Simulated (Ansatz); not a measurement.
V₂S⁺ (the lowest doublet isomer of a short search), 3 atoms. Hardware: 4 threads of Arm Neoverse V1 on a shared host.

The 6-31G sets use Cartesian d functions. Correlated methods freeze 15 core orbitals; core or outer-core shells of V are correlated, in sets that lack core-valence functions.

**Question.** How many basis functions does each of these Ansatz runs have, and roughly what does it cost? HF/STO-3G, charge 1 doublet, energy; r2SCAN-D4/def2-TZVP, charge 0 triplet at the geometry of the charge 1 doublet, energy, from earlier orbitals; PBE0-D4/def2-TZVP, charge 0 triplet at the geometry of the charge 1 doublet, energy; PBE0-D4/def2-SVP, charge 1 doublet, energy; HF/6-31G, charge 1 doublet, energy; PBE0-D4/def2-TZVP, charge 1 doublet, relaxation, 7 steps; B3LYP-D4/6-31G, charge 1 doublet, energy; PBE0-D4/def2-TZVP, charge 1 quartet, relaxation, 6 steps; RPA@PBE/def2-TZVP, charge 1 quartet, energy; RPA@PBE/def2-TZVP, charge 1 doublet, energy; r2SCAN-D4/def2-TZVP, charge 0 singlet at the geometry of the charge 1 doublet, energy, from earlier orbitals; HF/STO-3G, charge 1 quartet, energy.

**Answer.** Other jobs shared the machine, so times can vary by a factor of up to 3. A dash marks memory too small to be measured apart from the calling script's.

```
                                                                                                         run  functions  fitting or Cholesky vectors  wall time  peak host memory (GiB)
                                                                         HF/STO-3G, charge 1 doublet, energy         45                          597       17 s                       –
                                                    PBE0-D4/def2-TZVP, charge 1 doublet, relaxation, 7 steps        127                         1139       27 s                       –
                                                    PBE0-D4/def2-TZVP, charge 1 quartet, relaxation, 6 steps        127                         1139       28 s                       –
                                                                          HF/6-31G, charge 1 doublet, energy         71                          938       29 s                       –
                                                                         HF/STO-3G, charge 1 quartet, energy         45                          599       30 s                       –
r2SCAN-D4/def2-TZVP, charge 0 triplet at the geometry of the charge 1 doublet, energy, from earlier orbitals        127                         1129       42 s                       –
                         PBE0-D4/def2-TZVP, charge 0 triplet at the geometry of the charge 1 doublet, energy        127                         1003       49 s                    0.56
r2SCAN-D4/def2-TZVP, charge 0 singlet at the geometry of the charge 1 doublet, energy, from earlier orbitals        127                         1129       54 s                       –
                                                                  PBE0-D4/def2-SVP, charge 1 doublet, energy         80                          858       90 s                       –
                                                                 RPA@PBE/def2-TZVP, charge 1 quartet, energy        127                         1003    2.6 min                       –
                                                                    B3LYP-D4/6-31G, charge 1 doublet, energy         71                          938    2.9 min                       –
                                                                 RPA@PBE/def2-TZVP, charge 1 doublet, energy        127                         1003    4.3 min                       –
```
